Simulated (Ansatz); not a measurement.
The cluster TiAl2, relaxed as a triplet with UKS PBE0-D4/def2-TZVP in Ansatz, starting from the PBE0-D4/def2-TZVP geometry of the neutral singlet. Force threshold 0.02 eV/Å.

The charge 0 triplet is spin-contaminated (final ⟨S²⟩ up to 2.58, 2.00 for a pure state). At PBE0-D4/def2-TZVP a quintet of charge 0 lies 0.15 eV below the triplet, each at its own geometry. The structure comes from a short search, and lower isomers may exist.

Start:

```xyz
3

Ti    0.250   -1.190   -0.782
Al    1.072    0.916    0.285
Al   -1.322    0.274    0.497
```

| step | energy (eV) | largest force component (eV/Å) | SCF passes |
| --- | --- | --- | --- |
| 1 | -36294.0039 | 1.080 | 31 |
| 2 | -36294.1124 | 0.277 | 38 |
| 3 | -36294.1210 | 0.054 | 35 |
| 4 | -36294.1214 | 0.005 | 37 |

Force components are those of the run's own axes.

End:

```csv
atom,x (Å),y (Å),z (Å)
Ti1,0.2736,-1.3010,-0.8551
Al2,1.0460,0.9681,0.3228
Al3,-1.3196,0.3329,0.5323
```

By distances, no bond broke or formed. The bond that changes most is Ti1–Al2, from 2.50 to 2.67 Å (atoms count from 1).

No frequencies were taken in this run, so the end may be a saddle point.

Run time 9.5 s (4 threads of Arm Neoverse V1 on a shared host).
